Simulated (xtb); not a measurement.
CH₇GeNOSi, SMILES [OH][Ge@@H]1[CH2]N[SiH2]1. All values are semi-empirical tight-binding results from xtb (GFN2-xTB unless named), good for trends rather than for accurate numbers. Coordinates come from a GFN2-xTB optimisation. The structure was generated by enumeration; whether it is a known compound was not checked. The values are those of a single conformer.

For metal compounds this method's bond lengths and energies can be far off.

### Question
Estimate the properties. (Estimate from the structure and the level; the computed values follow.)

### Answer

```
Item                                           Value
-------------------------------------  -------------
orbital gap                                  3.83 eV
zero-point energy                      48.2 kcal/mol
G − E(el) at 298.15 K (modified RRHO)  27.8 kcal/mol
```
